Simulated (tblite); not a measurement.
C7H10F (doublet state).
Numbering: `[CH2:1][C@@H:2]1[CH2:3][C@@H:4]([F:5])/[C:6]1=[CH:7]/[CH3:8]` (hydrogens: H9, H10 on C1; H11 on C2; H12, H13 on C3; H14 on C4; H15 on C7; H16, H17, H18 on C8)
Bond orders are those of one Lewis drawing.

Computed with GFN2-xTB (tblite), gas phase: L-BFGS steps from a force-field or distance-geometry start until the largest atomic force falls under 0.01 eV/Å.

Step 67: E = -672.0952 eV
```
atom  x, y, z in Å  |  force x, y, z in eV/Å
C1     -0.6498    1.8459   -0.4042   -0.005   0.002  -0.006
C2     -0.7220    0.4035   -0.6558   -0.011   0.000   0.008
C3     -1.9904   -0.3144   -0.1365   -0.036  -0.009  -0.027
C4     -1.1411   -0.9974    0.9452   -0.014   0.018  -0.007
F5     -1.2370   -2.3712    0.9832   -0.006  -0.005  -0.008
C6      0.1031   -0.4513    0.2977    0.012  -0.004  -0.002
C7      1.3898   -0.6833    0.4655    0.041   0.014   0.010
C8      2.4816   -0.0295   -0.3154    0.008   0.014  -0.008
H9      0.2994    2.3126   -0.2332    0.007   0.029  -0.025
H10    -1.5421    2.4349   -0.3266   -0.002   0.000   0.021
H11    -0.4971    0.1724   -1.7083    0.017  -0.010  -0.005
H12    -2.7794    0.3384    0.2292    0.005  -0.026   0.015
H13    -2.4060   -1.0368   -0.8356    0.016   0.020   0.002
H14    -1.3215   -0.6498    1.9683    0.007  -0.006   0.010
H15     1.7034   -1.3862    1.2272    0.000  -0.001   0.006
H16     2.0850    0.5068   -1.1731   -0.023  -0.010  -0.003
H17     3.2028   -0.7703   -0.6581   -0.029   0.003   0.014
H18     3.0122    0.6819    0.3187    0.012  -0.028   0.006
```

Step 68: E = -672.0956 eV
```
atom  x, y, z in Å  |  force x, y, z in eV/Å
C1     -0.6517    1.8466   -0.4023    0.003  -0.007  -0.008
C2     -0.7218    0.4042   -0.6547   -0.008  -0.001  -0.008
C3     -1.9899   -0.3155   -0.1389   -0.017  -0.006  -0.014
C4     -1.1417   -0.9962    0.9454   -0.011   0.010  -0.004
F5     -1.2354   -2.3705    0.9840   -0.005   0.011  -0.003
C6      0.1037   -0.4493    0.3002   -0.003  -0.001  -0.009
C7      1.3905   -0.6815    0.4672    0.025   0.010   0.009
C8      2.4822   -0.0307   -0.3167   -0.002   0.013  -0.001
H9      0.2988    2.3125   -0.2363    0.000   0.039  -0.025
H10    -1.5444    2.4338   -0.3171    0.003   0.000   0.022
H11    -0.4949    0.1735   -1.7066    0.025  -0.007  -0.009
H12    -2.7791    0.3381    0.2246   -0.007  -0.037   0.014
H13    -2.4016   -1.0402   -0.8377    0.007   0.025  -0.002
H14    -1.3267   -0.6470    1.9670    0.014  -0.013   0.015
H15     1.7024   -1.3842    1.2296    0.011   0.001   0.003
H16     2.0849    0.5069   -1.1733   -0.026  -0.015  -0.006
H17     3.1998   -0.7740   -0.6613   -0.026   0.006   0.014
H18     3.0159    0.6799    0.3152    0.019  -0.029   0.012
```

Step 69: E = -672.0959 eV
```
atom  x, y, z in Å  |  force x, y, z in eV/Å
C1     -0.6534    1.8470   -0.4013    0.006  -0.001  -0.004
C2     -0.7220    0.4049   -0.6542    0.002  -0.002  -0.023
C3     -1.9896   -0.3166   -0.1414    0.007   0.001   0.005
C4     -1.1424   -0.9946    0.9454   -0.003  -0.001  -0.005
F5     -1.2343   -2.3693    0.9846   -0.004   0.018   0.002
C6      0.1043   -0.4473    0.3021   -0.018   0.002  -0.011
C7      1.3914   -0.6789    0.4694   -0.003   0.003   0.005
C8      2.4827   -0.0315   -0.3180   -0.013   0.008   0.009
H9      0.2984    2.3123   -0.2393   -0.010   0.045  -0.026
H10    -1.5466    2.4327   -0.3067    0.016  -0.006   0.021
H11    -0.4930    0.1742   -1.7056    0.030  -0.004  -0.012
H12    -2.7795    0.3366    0.2207   -0.019  -0.042   0.009
H13    -2.3966   -1.0430   -0.8405   -0.007   0.023  -0.007
H14    -1.3308   -0.6445    1.9661    0.017  -0.015   0.017
H15     1.7014   -1.3819    1.2327    0.021   0.007   0.000
H16     2.0842    0.5067   -1.1736   -0.025  -0.016  -0.006
H17     3.1962   -0.7779   -0.6638   -0.019   0.005   0.010
H18     3.0206    0.6774    0.3117    0.023  -0.024   0.016
```

Problem. Estimate the geometry and energy of step 70. (The exact step hangs on the optimiser's Hessian estimate; all steps are aligned on step 69, rigid shifts and turns removed.)

Solution. E = -672.0963 eV, largest force 0.059 eV/Å
```
atom  x, y, z in Å  |  force x, y, z in eV/Å
C1     -0.6555    1.8478   -0.3998    0.017  -0.001  -0.002
C2     -0.7220    0.4059   -0.6534    0.012   0.001  -0.036
C3     -1.9893   -0.3181   -0.1445    0.037   0.007   0.027
C4     -1.1432   -0.9926    0.9454    0.007  -0.016   0.003
F5     -1.2330   -2.3677    0.9860   -0.002   0.025   0.004
C6      0.1050   -0.4450    0.3043   -0.030   0.004  -0.008
C7      1.3925   -0.6758    0.4723   -0.042  -0.007  -0.002
C8      2.4831   -0.0323   -0.3194   -0.026   0.000   0.018
H9      0.2975    2.3134   -0.2442   -0.020   0.049  -0.027
H10    -1.5489    2.4313   -0.2941    0.019  -0.008   0.021
H11    -0.4898    0.1755   -1.7042    0.032   0.000  -0.013
H12    -2.7806    0.3335    0.2165   -0.031  -0.041   0.001
H13    -2.3904   -1.0457   -0.8447   -0.022   0.017  -0.011
H14    -1.3355   -0.6416    1.9653    0.022  -0.017   0.009
H15     1.7007   -1.3796    1.2358    0.029   0.015  -0.003
H16     2.0826    0.5060   -1.1739   -0.020  -0.013  -0.003
H17     3.1913   -0.7826   -0.6667   -0.009   0.000   0.002
H18     3.0266    0.6740    0.3077    0.026  -0.013   0.019
```

The energy changes by -0.0005 eV. The first-order estimate −F·Δx gives -0.0006 eV and the mean of the old and new forces, exact on a quadratic surface, -0.0004 eV. The step makes an angle of 77° with the force vector and moves no atom by more than 0.013 Å.

What follows is the cost of the whole relaxation. On AMD EPYC 7B13, one thread, shared host with 96 logical CPUs at a one-minute load of 24, this took 0.91 s.
